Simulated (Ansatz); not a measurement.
Consider the formal exchange of groups at the Si–C bond: `CNC(=N)[SiH3]` + `C[O][MgH]` → `[MgH][O][SiH3]` + `CNC(C)=N`.

Calculated with Ansatz (gas phase, PBE0-D4/def2-TZVP geometries, no zero-point term in ΔE). CBS: MP2 limit from def2 TZ/QZ plus the TZ coupled-cluster correction, frozen cores. Functionals use def2-TZVPP. For Mg outer-core shells are correlated without core-valence functions, which leaves a few kJ/mol of doubt a bond. One conformer a species, not always the lowest.

```json
{"species": "`CNC(=N)[SiH3]`", "B2PLYP energy (Eh)": "-479.80442"}
{"species": "`C[O][MgH]`", "B2PLYP energy (Eh)": "-315.71821"}
{"species": "`[MgH][O][SiH3]`", "B2PLYP energy (Eh)": "-567.07695"}
{"species": "`CNC(C)=N`", "B2PLYP energy (Eh)": "-228.52601"}
```

Question: Work out ΔE.

Answer: ΔE = (-567.07695) + (-228.52601) − (-479.80442) − (-315.71821) = -0.08033 Eh = -210.9 kJ/mol. CCSD(T)/CBS gives -214.6 kJ/mol.

Largest T1 diagnostic among the species: 0.014.

From PBE to PBE0 (25 % exact exchange), in def2-TZVPP and without D4, ΔE moves by −13.1 kJ/mol. In def2-TZVPP, CCSD(T) changes the Hartree–Fock value by +16.2 kJ/mol (the triples alone add +3.7 kJ/mol) and MP2 by +9.6 kJ/mol.
